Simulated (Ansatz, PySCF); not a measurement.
A set of related gas-phase steps

Each structure stands at its B3LYP-D3(BJ)/def2-SVP stationary point, reached from a drawn start (curvature not checked).

(1), H3O4P (SMILES O=P(O)(O)O) (charge 0, multiplicity 1):
```xyz
8

O     -1.122     0.874     0.817
P     -0.109     0.085     0.080
O     -0.667    -1.109    -0.848
O      0.818     0.900    -0.957
O      0.992    -0.681     0.973
H     -1.520    -0.872    -1.241
H      1.000     1.793    -0.630
H      0.608    -0.989     1.807
```

(2), H3O3P (SMILES OP(O)O) (charge 0, multiplicity 1, Z-matrix in Å and degrees):
```
P
O 1 1.6524
H 2 0.9677 1 110.43
O 1 1.6525 2 97.75 3 165.70
H 4 0.9677 1 110.42 2 -95.85
O 1 1.6525 2 97.75 3 -95.30
H 6 0.9677 1 110.42 2 165.50
```

(3), PH3 (SMILES P) (charge 0, multiplicity 1):
```xyz
4

P      0.000     0.000     0.586
H      0.000     1.198    -0.195
H      1.038    -0.599    -0.195
H     -1.038    -0.599    -0.195
```

(4), H2 (SMILES [H][H]) (charge 0, multiplicity 1, Z-matrix in Å and degrees):
```
H
H 1 0.7609
```

(5), H2O (SMILES O) (charge 0, multiplicity 1, Z-matrix in Å and degrees):
```
O
H 1 0.9667
H 1 0.9667 2 103.09
```

(6), O6P4 (SMILES O1P2OP3OP1OP(O2)O3) (charge 0, multiplicity 1):
```xyz
10

P      1.0638     1.0638     1.0638
P      1.0638    -1.0638    -1.0638
P     -1.0638     1.0638    -1.0638
P     -1.0638    -1.0638     1.0638
O      1.8041     0.0000     0.0000
O      0.0000     1.8041     0.0000
O      0.0000     0.0000    -1.8041
O      0.0000     0.0000     1.8041
O      0.0000    -1.8041     0.0000
O     -1.8041     0.0000     0.0000
```

```tsv
step	quantity	PBE/def2-TZVPP (eV)	r2SCAN/def2-TZVPP (eV)	B3LYP-D3(BJ)/def2-TZVPP (eV)	PBE0/def2-TZVPP (eV)	wB97M-V/def2-TZVPP (eV)	CCSD(T)/cc-pV(D+d)Z (eV)
4 (2) → 3 (1) + (3)	reaction energy	-2.610	-3.256	-2.806	-3.005	-2.778	-3.109
12 (4) + (6) → 6 (5) + 4 (3)	reaction energy	-0.104	0.519	0.642	-0.646	0.813	-1.359
6 (5) + (6) → 4 (2)	reaction energy	-0.735	-0.809	-0.200	-0.649	-0.311	0.220
```

Right side less left side. No zero-point or thermal terms. One arrangement of each flexible species, with no search for the lowest.

Correlated levels freeze the cores.

Run with Ansatz (Gaussian orbitals); PySCF for the D3/D4 terms. All values are computed, each at the level named.

At CCSD(T)/cc-pV(D+d)Z the steps run from -3.109 (4 (2) → 3 (1) + (3)) to 0.220 eV (6 (5) + (6) → 4 (2)); 2 of 3 are downhill as written. No other level shown gives the same order. No level here is sure enough to rank the others by; between PBE/def2-TZVPP and CCSD(T)/cc-pV(D+d)Z the widest gap is 1.255 eV, for 12 (4) + (6) → 6 (5) + 4 (3).

The steps were written down ahead of the runs, not picked by their results: 3 of 4 stand here; the others lost a bond on relaxing, fell into one structure, hold a state or a curvature that isn't settled, rest on doubtful references, or lack a level.

Ansatz is an electronic-structure program.
